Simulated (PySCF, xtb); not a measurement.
**Two structures of CH2AgB**

Structure I is `C=[B][Ag]`, a singlet and structure II is a singlet given by its coordinates. Both are isolated molecules in the gas phase, relaxed with PBE0-D3(BJ)/def2-SVP.

I (Å):

```xyz
5

C    -0.2741    1.0077   -1.0043
Ag   -0.1841    2.4138   -4.1596
B    -0.2389    1.5755   -2.2803
H    -1.1705    0.5189   -0.6063
H     0.5949    1.0229   -0.3365
```

II (Å):

```yaml
atoms:
  - { symbol: C, position_ang: [-0.2093, 2.0099, -1.5251] }
  - { symbol: Ag, position_ang: [-0.2612, 1.0552, -3.4391] }
  - { symbol: B, position_ang: [-0.3060, 0.7197, -1.1143] }
  - { symbol: H, position_ang: [-0.1302, 3.0870, -1.5965] }
  - { symbol: H, position_ang: [-0.3899, -0.3876, -0.6882] }
```

Close contacts (Å): C1–Ag2 2.14, C1–B3 1.36, Ag2–B3 2.35, C1–H4 1.08, B3–H5 1.19.

Energies in hartree; the thermal terms are from GFN2-xTB frequencies at re-optimised GFN2-xTB minima (ideal gas, soft modes damped towards free rotors, one conformer each, 298.15 K, 1 atm) and include the zero-point energy:

```
                               I           II
E, CCSD(T)/def2-TZVP  −210.528746  −210.532286
   zero-point energy     0.025146     0.023610
        H(298 K) − E     0.030815     0.029013
        G(298 K) − E    −0.001758    −0.003988
```

Work out ΔE, ΔE₀, ΔH and ΔG for I → II in kJ/mol (1 Eh = 2625.50 kJ/mol) and the equilibrium ratio [II]/[I].

1. ΔE = −210.532286 − (−210.528746) = −0.003540 Eh = −9.29 kJ/mol.
2. ΔE₀ = ΔE + ΔZPE = −0.003540 + (−0.001536) Eh = −13.33 kJ/mol.
3. ΔH = ΔE + (−0.001802) Eh = −14.03 kJ/mol.
4. ΔG = ΔE + (−0.002230) Eh = −15.15 kJ/mol, so ΔS = (ΔH − ΔG)/T = +3.8 J/(mol K).
5. kT = 0.9442 mEh, so K = [II]/[I] = exp(−ΔG/kT) = exp(+6.11) ≈ 450.

Structure II is favoured at this temperature. An error of 4 kJ/mol in ΔG would change K by a factor of 5. r2SCAN-D4/def2-SVP found them nearly level. GFN2-xTB, HF/def2-TZVP gave ΔE the other sign. Large T1 diagnostics make the coupled-cluster value less sure. Mirror images and further conformers aren't counted.

Other levels gave ΔE = +10.0 (GFN2-xTB); −23.1 (HF/STO-3G, GFN2-xTB geometries); −2.0 (r2SCAN-D4/def2-SVP, GFN2-xTB geometries); −4.0 (PBE0-D3(BJ)/def2-SVP); +7.3 (HF/def2-TZVP); −28.3 (MP2/def2-TZVP) kJ/mol. The correlated steps freeze 2 core orbitals; the last core shell of Ag is correlated, in a basis made for valence electrons. Atoms past krypton carry core potentials in the def2 sets, without spin–orbit terms. Programs: PySCF 2.14.0, xtb 6.7.1.
